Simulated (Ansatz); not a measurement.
## A basis-limit estimate, worked out

An elementary step of Si$_{2}$H$_{8}$O$_{2}$, singlet (Si₂H₆O ([SiH3][O][SiH3]) + H₂O → Si₂H₆O₂ ([OH][SiH2][O][SiH3]) + H₂; bonds formed: Si1–O8, H2–H7; bonds broken: Si1–H2, H7–O8). “Start” is the structure reached by relaxing down from the saddle towards the reactants; PBE0-D4/def2-TZVP structures. The saddle:

| atom | x (Å) | y (Å) | z (Å) |
| --- | --- | --- | --- |
| Si1 | 0.3203 | 0.7260 | 0.8628 |
| H2 | 0.6009 | 0.8080 | -0.8840 |
| O3 | -0.8342 | -0.4140 | 0.5814 |
| Si4 | -1.5549 | -0.9143 | -0.8122 |
| H5 | 0.5639 | 0.4472 | 2.3109 |
| H6 | -0.0446 | 2.1626 | 0.8269 |
| H7 | 1.6640 | 0.4590 | -0.5036 |
| O8 | 2.1274 | 0.4081 | 0.4949 |
| H9 | -2.1285 | 0.2262 | -1.5715 |
| H10 | -2.6409 | -1.8473 | -0.4241 |
| H11 | -0.5785 | -1.6323 | -1.6740 |
| H12 | 2.5051 | -0.4293 | 0.7926 |

Computed with Ansatz 0.2.0 (basis: def2-TZVPP and def2-QZVPP); correlated methods freeze the cores.

Energies in eV:

| quantity | saddle | start |
| --- | --- | --- |
| Hartree–Fock, triple zeta (X = 3) | -19928.10521 | -19930.42955 |
| Hartree–Fock, quadruple zeta (X = 4) | -19928.83786 | -19931.16193 |
| MP2 correlation, X = 3 | -21.24892 | -20.57069 |
| MP2 correlation, X = 4 | -22.88399 | -22.19859 |
| CCSD(T) correlation, X = 3 | -23.18842 | -22.56496 |

Task: Work out the barrier at the basis limit: extrapolate Hartree–Fock as E(X) = E∞ + A exp(−7.88 √X) and the MP2 correlation as E(X) = E∞ + B X^−2.97 (the exponents that Neese and Valeev fitted for def2-TZVPP and QZVPP), then add CCSD(T) − MP2 in triple zeta.

Result: Each step is linear, so take the differences first (saddle − start): Hartree–Fock 2.32434 (X = 3) and 2.32407 (X = 4); MP2 correlation -0.67823 and -0.68540; CCSD(T) correlation -0.62346.
Two points give E∞ = E(4) + w [E(4) − E(3)], with w = 1/(exp(7.88 (2 − √3)) − 1) = 0.1377 for Hartree–Fock and w = 1/((4/3)^2.97 − 1) = 0.7407 for the correlation.
Hartree–Fock: 2.32407 + 0.1377 × (-0.00027) = 2.3240 eV.
MP2 correlation: -0.68540 + 0.7407 × (-0.00717) = -0.6907 eV.
CCSD(T) − MP2: -0.62346 − (-0.67823) = 0.0548 eV.
Sum: 2.3240 + (-0.6907) + 0.0548 = 1.6881 eV, or 38.93 kcal/mol. Plain CCSD(T) in triple zeta gives 1.7009 eV, so the larger basis shifts the result by -0.0128 eV.

No T1 diagnostic of these runs exceeds 0.013.

Labels in which every atom is bracketed show which atoms are joined, not bond orders.

For scale, one of the runs: CCSD(T)/def2-TZVPP, 258 basis functions, launched by `ansatz run in.yaml --threads 4 --pin off --events-out ev --progress --plain --max-ram 9574MiB`. The run took 2.6 min on 4 CPU threads of an Intel Xeon (shared host), with 5.7 GiB of host memory at its peak.
